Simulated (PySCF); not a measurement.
## Nuclear quadrupole coupling in `COc1[nH]ccp1`

Compound: C4H6NOP.
Z-matrix (Å and degrees, GFN2-xTB geometry), rows numbered from 1:
```
C 
O   1  1.4067
C   2  1.3549  1  114.24
N   3  1.3519  2  116.11  1  -179.80
C   4  1.3625  3  113.41  2   179.97
C   5  1.3569  4  112.65  3     0.05
P   3  1.7306  2  130.30  1     0.21
H   1  1.0950  2  110.69  3    60.04
H   1  1.0950  2  110.71  3   -60.33
H   1  1.0879  2  106.55  3   179.86
H   4  1.0085  3  121.92  2    -0.03
H   5  1.0747  4  119.35  3  -179.98
H   6  1.0745  5  124.33  4   179.97
```

Field gradients from the PBE0/pcSseg-1 density (PySCF, non-relativistic), principal values in atomic units, ordered |Vxx| ≤ |Vyy| ≤ |Vzz|:

```
atom      Vxx      Vyy      Vzz
  O2  -0.1825  -1.6936   1.8761
  N4   0.2830   0.3921  -0.6751
```

Q: Find the asymmetry η = (Vxx − Vyy)/Vzz and the couplings χ = eQV/h (234.96 MHz × Q in barn × V in au), with Q(17O) = −0.0256 b, Q(14N) = 0.02044 b.

A: 
| atom | environment | nucleus | η | χzz (MHz) | χxx (MHz) | χyy (MHz) |
| --- | --- | --- | --- | --- | --- | --- |
| O2 | aryl ether oxygen | 17O | 0.81 | -11.28 | 1.10 | 10.19 |
| N4 | pyrrole-type nitrogen | 14N | 0.16 | -3.242 | 1.359 | 1.883 |

The tensor is traceless: Vxx + Vyy + Vzz = 0.

Q: What is Vzz at O2 in SI units (1 au = 9.71736 × 10²¹ V/m²)?

A: 1.8761 au = 18.231 × 10²¹ V/m².

Q: What couplings would deuterons (Q(2H) = 0.00286 b) have in place of the hydrogens, at this geometry?

A: 
| atom | bonded to | bond length (Å) | Vzz (au) | η | χzz (kHz) |
| --- | --- | --- | --- | --- | --- |
| H8 | C1 | 1.095 | 0.2881 | 0.09 | 194 |
| H9 | C1 | 1.095 | 0.2882 | 0.09 | 194 |
| H10 | C1 | 1.088 | 0.3059 | 0.08 | 206 |
| H11 | N4 | 1.009 | 0.4023 | 0.15 | 270 |
| H12 | C5 | 1.075 | 0.3388 | 0.11 | 228 |
| H13 | C6 | 1.074 | 0.3465 | 0.07 | 233 |

Isolated species at its GFN2-xTB geometry (one conformer only). GFN2-xTB bond lengths can be off by several hundredths of an ångström, more for odd bonds, and the gradients follow them. With a basis this small, the couplings can be 20 % off.
